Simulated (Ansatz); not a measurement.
Reaction (cleavage of the Ge–Si bond): `F[SiH](Cl)[GeH3]` + `BC(=C)O` → `BC(=C)[O][GeH3]` + `F[SiH2]Cl`

Program: Ansatz. Geometries: PBE0-D4/def2-TZVP. ΔE: electronic, gas phase. CCSD(T)/CBS adds triple-zeta CCSD(T) − MP2 to the extrapolated MP2 energy (def2 sets, frozen cores). This one scheme is used for every species. For Ge outer-core shells are correlated without core-valence functions, which leaves a few kJ/mol of doubt a bond. Scalar relativity is left out up to krypton. Each species was taken in one conformer, which may not be the lowest.

```
           species  HF/def2-QZVPP energy (Eh)
`F[SiH](Cl)[GeH3]`                -2925.82469
         `BC(=C)O`                 -178.23176
 `BC(=C)[O][GeH3]`                -2254.81370
       `F[SiH2]Cl`                 -849.25294
```

Task: Work out ΔE.

Result: ΔE = (-2254.81370) + (-849.25294) − (-2925.82469) − (-178.23176) = -0.01019 Eh = -6.4 kcal/mol. CCSD(T)/CBS gives -2.0 kcal/mol.

Largest T1 diagnostic among the species: 0.013.

In def2-TZVPP, CCSD(T) changes the Hartree–Fock value by +2.9 kcal/mol (the triples alone add +0.0 kcal/mol) and MP2 by +1.6 kcal/mol. From PBE to PBE0 (25 % exact exchange), in def2-TZVPP and without D4, ΔE moves by −1.1 kcal/mol.
